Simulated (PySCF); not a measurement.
Compound: C6H8Si2.
SMILES: `C#CC1=C[SiH2]C=C[SiH2]1`

Level of theory: PBE0/def2-SVPD in PySCF (dipole) on a GFN2-xTB geometry, gas phase.

Masses are those of the commonest isotopes; rigid-rotor values at the optimised geometry. 

Task: What are A, B and C (MHz)?

Result: Ia = 208.90, Ib = 463.10, Ic = 660.33 u·Å²; 505379 MHz·u·Å²/I gives A = 2419, B = 1091, C = 765.3 MHz.

Task: Classify the top.

Result: An asymmetric top; Ray's κ = -0.606.

Task: Is it planar, by Δ = Ic − Ia − Ib?

Result: Not planar: Δ = Ic − Ia − Ib = -11.67 u·Å². For a rigid frame Δ = −2 Σ m c², so Σ m c² = 5.83 u·Å² lies off the ab plane: 5.83 from hydrogen and 0.01 from heavier atoms. The atom farthest from that plane is 1.22 Å away.

Task: Give the other two planar moments, Paa and Pbb, and the rms extents of the mass along the axes.

Result: Paa = Σ m a² = (Ib + Ic − Ia)/2 = 457.26 and Pbb = Σ m b² = (Ia + Ic − Ib)/2 = 203.07 u·Å². With the mass M = 136.02 u, the rms extents √(P/M) along a, b and c are 1.83, 1.22, 0.21 Å.

Task: Give the coordinates in the principal-axis frame, origin at the centre of mass.

Result: The sense of each axis is arbitrary; atoms in the order of the calculation.
```json
{"atom": "C1", "mass (u)": "12.000", "a (Å)": "3.586", "b (Å)": "0.489", "c (Å)": "-0.008"}
{"atom": "C2", "mass (u)": "12.000", "a (Å)": "2.387", "b (Å)": "0.394", "c (Å)": "-0.005"}
{"atom": "C3", "mass (u)": "12.000", "a (Å)": "0.984", "b (Å)": "0.256", "c (Å)": "-0.001"}
{"atom": "C4", "mass (u)": "12.000", "a (Å)": "0.196", "b (Å)": "1.344", "c (Å)": "0.000"}
{"atom": "Si5", "mass (u)": "27.977", "a (Å)": "-1.678", "b (Å)": "1.330", "c (Å)": "0.006"}
{"atom": "C6", "mass (u)": "12.000", "a (Å)": "-2.302", "b (Å)": "-0.444", "c (Å)": "-0.016"}
{"atom": "C7", "mass (u)": "12.000", "a (Å)": "-1.528", "b (Å)": "-1.528", "c (Å)": "-0.010"}
{"atom": "Si8", "mass (u)": "27.977", "a (Å)": "0.351", "b (Å)": "-1.529", "c (Å)": "0.010"}
{"atom": "H9", "mass (u)": "1.008", "a (Å)": "4.631", "b (Å)": "0.582", "c (Å)": "-0.010"}
{"atom": "H10", "mass (u)": "1.008", "a (Å)": "0.678", "b (Å)": "2.319", "c (Å)": "-0.003"}
{"atom": "H11", "mass (u)": "1.008", "a (Å)": "-2.175", "b (Å)": "2.000", "c (Å)": "1.220"}
{"atom": "H12", "mass (u)": "1.008", "a (Å)": "-2.182", "b (Å)": "2.041", "c (Å)": "-1.181"}
{"atom": "H13", "mass (u)": "1.008", "a (Å)": "-3.381", "b (Å)": "-0.572", "c (Å)": "-0.031"}
{"atom": "H14", "mass (u)": "1.008", "a (Å)": "-1.997", "b (Å)": "-2.509", "c (Å)": "-0.020"}
{"atom": "H15", "mass (u)": "1.008", "a (Å)": "0.845", "b (Å)": "-2.197", "c (Å)": "1.225"}
{"atom": "H16", "mass (u)": "1.008", "a (Å)": "0.862", "b (Å)": "-2.226", "c (Å)": "-1.181"}
```

Task: Which types of transition are allowed, and where do some lines up to J = 2 fall?

Result: The dipole components are |μa| = 0.47 D, |μb| = 0.14 D, |μc| = 0.01 D. The squared components, which scale the intensities, stand as 1.00 : 0.08 : 0.00 (a : b : c). Some lines, for components of 0.1 D or more:

```json
{"type": "a", "branch": "Q", "J(Ka,Kc)": "1(1,0) ← 1(1,1)", "MHz": "326", "lower level (cm⁻¹)": "0.106"}
{"type": "a", "branch": "Q", "J(Ka,Kc)": "2(1,1) ← 2(1,2)", "MHz": "978", "lower level (cm⁻¹)": "0.219"}
{"type": "b", "branch": "Q", "J(Ka,Kc)": "1(1,0) ← 1(0,1)", "MHz": "1654", "lower level (cm⁻¹)": "0.062"}
{"type": "a", "branch": "R", "J(Ka,Kc)": "1(0,1) ← 0(0,0)", "MHz": "1857", "lower level (cm⁻¹)": "0.000"}
{"type": "b", "branch": "Q", "J(Ka,Kc)": "2(1,1) ← 2(0,2)", "MHz": "2033", "lower level (cm⁻¹)": "0.184"}
{"type": "b", "branch": "R", "J(Ka,Kc)": "2(0,2) ← 1(1,1)", "MHz": "2332", "lower level (cm⁻¹)": "0.106"}
{"type": "b", "branch": "R", "J(Ka,Kc)": "1(1,1) ← 0(0,0)", "MHz": "3185", "lower level (cm⁻¹)": "0.000"}
{"type": "a", "branch": "R", "J(Ka,Kc)": "2(1,2) ← 1(1,1)", "MHz": "3387", "lower level (cm⁻¹)": "0.106"}
{"type": "a", "branch": "R", "J(Ka,Kc)": "2(0,2) ← 1(0,1)", "MHz": "3660", "lower level (cm⁻¹)": "0.062"}
{"type": "b", "branch": "Q", "J(Ka,Kc)": "2(2,0) ← 2(1,1)", "MHz": "4037", "lower level (cm⁻¹)": "0.252"}
{"type": "a", "branch": "R", "J(Ka,Kc)": "2(1,1) ← 1(1,0)", "MHz": "4039", "lower level (cm⁻¹)": "0.117"}
{"type": "b", "branch": "R", "J(Ka,Kc)": "2(1,2) ← 1(0,1)", "MHz": "4715", "lower level (cm⁻¹)": "0.062"}
{"type": "b", "branch": "Q", "J(Ka,Kc)": "2(2,1) ← 2(1,2)", "MHz": "4962", "lower level (cm⁻¹)": "0.219"}
{"type": "b", "branch": "R", "J(Ka,Kc)": "2(2,1) ← 1(1,0)", "MHz": "8023", "lower level (cm⁻¹)": "0.117"}
{"type": "b", "branch": "R", "J(Ka,Kc)": "2(2,0) ← 1(1,1)", "MHz": "8402", "lower level (cm⁻¹)": "0.106"}
```

Whether it is a minimum is left open (no frequencies). These are rigid-rotor constants of the computed structure; measured ground-state constants (B0) also hold zero-point vibration.
